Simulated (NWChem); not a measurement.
SiH₂ClF; SMILES F[SiH2]Cl

Results from NWChem. Pople sets run with spherical d functions. The geometry was optimised at B3LYP/6-31G* (spherical d). LC-ωPBE (HJS hole) with 6-31G*; x = 1 − exp(−ω/0.25 bohr⁻¹) is a scale chosen for this fit.

```csv
row,x,−ε(HOMO) (eV)
ω = 0.20,0.551,10.44
ω = 0.25,0.632,10.93
ω = 0.35,0.753,withheld
ω = 0.40,0.798,12.01
ω = 0.50,0.865,12.48
```

Fit a straight line of the last column on the one before it, predict the withheld value, and compare with the run.


1. Means of the 4 shown rows: x = 0.7115, y = 11.465. Slope Σ(x − x̄)(y − ȳ)/Σ(x − x̄)² = 0.4100/0.06312 = 6.495; intercept 6.844.
2. The shown rows scatter about the line by 0.018 (root mean square); the largest residual is -0.02, at ω = 0.25.
3. At x = 0.753 (ω = 0.35; inside the shown range) the line gives 11.73.
4. The run gives 11.70, -0.03 from the line.
